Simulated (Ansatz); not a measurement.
Abridged output of a molecular run in Ansatz:

```
Functional definition: HF
1404 factors; integrals over basis functions are off by at most 9.2e-4 eV
mean field evaluation 1: about -124210.5905 eV, gradient 1.5e1 eV
mean field evaluation 2: about -124210.7573 eV, gradient 1.5e1 eV
mean field evaluation 4: about -124211.8447 eV, gradient 3.0e0 eV
mean field evaluation 8: about -124211.8751 eV, gradient 2.4e-1 eV
mean field -124211.87545569 eV, -4564.7022291634 hartree, gradient 3.3e-6 eV, S^2 0.000000; 0 other end points of the search recorded, 0 dependent functions left out
22 core orbitals not correlated: weight in the atoms' cores, before any rotation towards them, 1.000 or more for the frozen orbitals, at most 0.000 for the correlated occupied ones
reference -124211.87545569 eV, -4564.7022291634 hartree; 24, 24 occupied and 156, 156 virtual orbitals, 1404 factors
second order -23.31559854 eV of doubles, -0.00000000 eV of singles
cycle   1  -22.71615255 eV  change    6.0e-1 eV  update   1.2e-1
cycle   2  -23.48226880 eV  change   -7.7e-1 eV  update   3.6e-2
cycle   3  -23.57357293 eV  change   -9.1e-2 eV  update   1.8e-2
cycle   4  -23.55457223 eV  change    1.9e-2 eV  update   4.9e-3
cycle   5  -23.55427504 eV  change    3.0e-4 eV  update   2.1e-3
cycle   6  -23.55453447 eV  change   -2.6e-4 eV  update   6.9e-4
cycle   7  -23.55401888 eV  change    5.2e-4 eV  update   2.7e-4
cycle   8  -23.55404996 eV  change   -3.1e-5 eV  update   1.1e-4
cycle   9  -23.55412299 eV  change   -7.3e-5 eV  update   4.9e-5
cycle  10  -23.55408825 eV  change    3.5e-5 eV  update   2.1e-5
perturbative correction -0.85049551 eV, -0.0312551335 hartree
Total energy: -124236.28003945 eV, -4565.5990810747 hartree
```

Its atoms:

Cartesian coordinates in Å:
```
Ga -0.428 -0.676 -1.467
Sb -0.913 0.546 0.802
Se 1.381 -0.080 1.767
H -1.287 -0.271 -2.720
H 0.666 -1.799 -1.551
H -0.411 1.997 0.032
H 0.991 0.284 3.136
```

Task: Which basis set was used?
A. def2-SVPD
B. def2-TZVPP
C. def2-TZVPPD
D. def2-SVP

Result: B. It gives 202 functions.

Task: Write the keys of the input that set method, charge and spin (a neutral closed shell needs none for the last two).

Result: 
```yaml
correlation: {method: ccsd_t}
```
